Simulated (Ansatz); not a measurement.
`C=CC[SiH3]` + `C=CS` → `C=CCSC=C` + SiH₄  (substitution at a C–Si bond)

Isolated molecules relaxed with PBE0-D4/def2-TZVP in Ansatz; ΔE leaves out vibrations. CBS: MP2 limit from def2 TZ/QZ plus the TZ coupled-cluster correction, frozen cores. This one scheme is used for every species. Functionals use def2-TZVPP. B3LYP here is the variant with VWN-RPA as its local correlation; programs differ in this. One conformer a species, not always the lowest.

Problem. Is it downhill or uphill in electronic energy at CCSD(T)/CBS, and by how much? (Estimate.)

Solution. Ansatz gave: Uphill: ΔE = +7.1 kcal/mol.

Problem. What do these levels give: PBE-D4, r2SCAN-D4, B3LYP-D4, ωB97X-V, ωB97M-V, B2PLYP, PBE, r2SCAN, CCSD/def2-TZVPP, CCSD(T)/def2-TZVPP, HF/def2-QZVPP, HF/CBS(def2)? (Estimate.)

Solution. The calculation gave: PBE-D4 6.7, r2SCAN-D4 7.4, B3LYP-D4 6.8, ωB97X-V 7.2, ωB97M-V 7.6, B2PLYP 7.3, PBE 7.5, r2SCAN 7.7, CCSD/def2-TZVPP 7.7, CCSD(T)/def2-TZVPP 7.0, HF/def2-QZVPP 8.3, HF/CBS(def2) 8.4 kcal/mol.

Largest T1 diagnostic among the species: 0.012.

In def2-TZVPP, CCSD(T) changes the Hartree–Fock value by −1.2 kcal/mol (the triples alone add −0.7 kcal/mol) and MP2 by −1.8 kcal/mol. The D4 term adds −1.1 kcal/mol with B3LYP and −0.7 kcal/mol with PBE0; it sums over pairs of atoms, weighted by their polarisabilities, and B3LYP, whose exchange is more repulsive, gets the larger term.
